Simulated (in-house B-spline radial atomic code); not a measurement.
Settings and results of a run for Er. Method: Dirac-Hartree-Fock, average of configuration, Fermi nucleus of rms radius 5.2516 fm, inside a hard spherical wall at 1.37 bohr. Calculated with an all-electron radial atomic-structure program (B-spline basis).

Command:
```bash
python run_scf.py task.json out
```
Settings (nuclear radius in fm, mass in u):
```
Z                68
configuration    [Xe] 4f12 6s2
hamiltonian      dirac
method           hf
spin_polarised   False
nucleus          fermi
rms_radius       5.2516
atomic_mass      165.9303
speed_of_light   137.035999084
wall_radius      1.37
```

Output (hartree, bohr):
```
 radial grid: 56 intervals, B-splines of order 8, outer radius 1.37 bohr

 iter        energy (Eh)    residual
    1      -12993.467706    6.00e-01
    2      -12996.128167    2.68e-01
    3      -12997.597399    4.37e-02
    4      -12997.633010    8.23e-03
    5      -12997.633624    4.50e-03
    6      -12997.634019    4.92e-04
    7      -12997.634022    1.24e-05
    8      -12997.634022    1.02e-06
    9      -12997.634022    4.96e-08

 total energy                    -12997.63402
 kinetic                           14743.7306
 electron-nucleus                 -33026.0323
 electron-electron                  5284.6677

 first-order corrections (not in the total)
   Gaunt                            14.4701
   retardation                      -1.5338
   frequency dependence             -0.2174
   self-energy                      10.2278
   Uehling                          -1.7518
   Wichmann-Kroll                    0.0610

 orbital      occ     eigenvalue          <r>       <r^2>       <1/r>     <1/r^3>       <r^4>       r_max    small
 1s1/2      2.000     -2116.5548    0.0203692 0.000567905     77.5359           - 8.65473e-07     0.01286  6.48e-02
 2s1/2      2.000      -353.5302    0.0858519  0.00876994     18.6604           - 0.000133922     0.07336  1.45e-02
 2p1/2      2.000      -335.3883    0.0715898  0.00635161     18.5878           -  8.2629e-05     0.05522  1.45e-02
 2p3/2      4.000      -301.6632    0.0788291   0.0075668     16.1362     12147.8 0.000112621      0.0614  1.33e-02
 3s1/2      2.000       -75.5310     0.224613   0.0578301     6.83697           -  0.00507477      0.2071  4.68e-03
 3p1/2      2.000       -67.5574     0.214897   0.0537811     6.73264           -      0.0046      0.1952  4.60e-03
 3p3/2      4.000       -60.3894     0.228504   0.0606148     6.10963     2654.47   0.0058032       0.208  4.27e-03
 3d3/2      4.000       -46.9398     0.202147   0.0481039     5.97123     447.187  0.00414924      0.1648  4.12e-03
 3d5/2      6.000       -45.3980     0.206393    0.050016     5.81883     391.473  0.00445722      0.1684  4.02e-03
 4s1/2      2.000       -11.1512     0.519494    0.304832     2.76924           -     0.13486      0.4792  1.40e-03
 4p1/2      2.000        -7.9328     0.533537    0.323458     2.63394           -    0.154246      0.4851  1.30e-03
 4p3/2      4.000        -6.4370      0.56421    0.360517     2.43239      543.81    0.188809      0.5138  1.19e-03
 4d3/2      4.000        -1.1485      0.59708    0.406614        2.19     75.8058    0.244317      0.5276  9.96e-04
 4d5/2      6.000        -0.8839     0.606411    0.418495     2.14393     65.4022    0.256764      0.5377  9.68e-04
 5s1/2      2.000         4.8764     0.853742    0.803544     1.67522           -    0.806807      0.9532  8.63e-04
 5p1/2      2.000         6.6745     0.852947     0.80825      1.6826           -    0.825803       0.971  8.92e-04
 5p3/2      4.000         7.5222     0.853071    0.813244     1.67858     328.893    0.845287      0.9894  9.42e-04
 4f5/2      5.143         5.6258     0.652236     0.48283     1.80796     11.5328    0.344825      0.5603  7.20e-04
 4f7/2      6.857         5.6655     0.655584    0.487128     1.79545     11.1942    0.349548      0.5664  7.13e-04
 6s1/2      2.000        22.6780     0.818765    0.782725     2.00324           -    0.877697       1.142  1.68e-03
```

Run time, properties included: 0.63 s on 1 thread of Arm Neoverse V2, on a shared host.

For the Dirac Hamiltonian the kinetic term is c α·p + (β - 1)c².
